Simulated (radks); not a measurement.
Initial-state core-level shifts of the cadmium ion Cd+ when its valence configuration changes from [Kr] 4d10 5s1. Method: scalar-relativistic Kohn-Sham, BLYP, spin-polarised, spherical densities, point nucleus; open shells are filled with parallel spins first (spin-orbit coupling, left out, can overturn this in heavy ions); computed with a radial shooting solver on a logarithmic mesh with Libxc functionals. Shifts are changes of the shell-averaged eigenvalues in eV (positive: less bound).

valence                2s       3s       3p       4p
4d9.5 5s1 5p0.5    -3.501   -3.447   -3.447   -3.103
4d9 5s2            -5.700   -5.554   -5.555   -4.797
4d8.5 5s2 5p0.5    -9.447   -9.213   -9.214   -7.993
4d9 5s1 5p1        -7.065   -6.940   -6.940   -6.186
4d10 5s0.5 5p0.5   -0.788   -0.799   -0.799   -0.812
4d8 5s2 5p1       -13.239  -12.900  -12.901  -11.150
4d8 5s1 5p2       -14.390  -14.071  -14.071  -12.301
4d10 5p1           -1.554   -1.576   -1.576   -1.602
4d9.5 5s1.5        -2.796   -2.730   -2.730   -2.377
